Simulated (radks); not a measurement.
Ionisation of the tungsten ion W2+, [Xe] 4f14 5d4, to [Xe] 4f14 5d3 as the strength of local exchange is varied. Calculated with a radial shooting solver on a logarithmic mesh with Libxc functionals: scalar-relativistic Kohn-Sham, Slater X-alpha exchange (alpha = 2/3 is LDA exchange), no correlation, spin-polarised, spherical densities, point nucleus; open shells are filled with parallel spins first (spin-orbit coupling, left out, can overturn this in heavy ions).

| alpha | E(W2+) (hartree) | exchange (hartree) | IE (eV) | -e of the level emptied (eV) | <r> of it (bohr) |
|---|---|---|---|---|---|
| 0.629 | -16107.4142 | -287.7823 | 24.922 | 19.569 (5d) | 1.910 |
| 0.643 | -16113.8525 | -294.3141 | 25.155 | 19.784 (5d) | 1.903 |
| 0.667 | -16124.8961 | -305.5244 | 25.556 | 20.155 (5d) | 1.891 |
| 0.76 | -16167.7667 | -349.1161 | 27.151 | 21.636 (5d) | 1.844 |
| 0.81 | -16190.8659 | -372.6523 | 28.034 | 22.459 (5d) | 1.821 |
| ? | -16274.7793 | -458.4351 | 31.369 | 25.594 (5d) | 1.742 |

Which alpha was used in the last row?

Answer. alpha = 0.991. NIST Atomic Spectra Database: 26.0 +/- 0.4 eV (semi-empirical). The Delta-SCF value meets it near alpha = 0.69. Open shells are spherical and high-spin; term and fine-structure splittings are not resolved. Spin-orbit splitting is averaged out at the scalar-relativistic level.
